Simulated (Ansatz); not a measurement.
Basis-set series for `[F][Al]1[Zn][SiH2][Se]1`. Total charge 0; spin multiplicity 1. Geometry: relaxed with PBE0-D4/def2-TZVP.

```csv
functional,basis,functions,energy (Eh),HOMO (eV),LUMO (eV)
PBE0-D4,def2-SVP,123,-4812.39516,-6.46,-2.15
PBE0-D4,def2-TZVPP,255,-4813.26157,-6.52,-2.27
ωB97M-V,def2-SVP,123,-4812.95639,-8.26,-0.57
ωB97M-V,def2-TZVPP,255,-4813.82256,-8.35,-0.72
```

Give the rows for def2-QZVPP. (An estimate is asked.)

Computed: 
| functional | basis | functions | energy (Eh) | HOMO (eV) | LUMO (eV) |
| --- | --- | --- | --- | --- | --- |
| PBE0-D4 | def2-QZVPP | 446 | -4813.37671 | -6.52 | -2.29 |
| ωB97M-V | def2-QZVPP | 446 | -4813.93384 | -8.36 | -0.79 |

Scalar relativity is left out up to krypton.
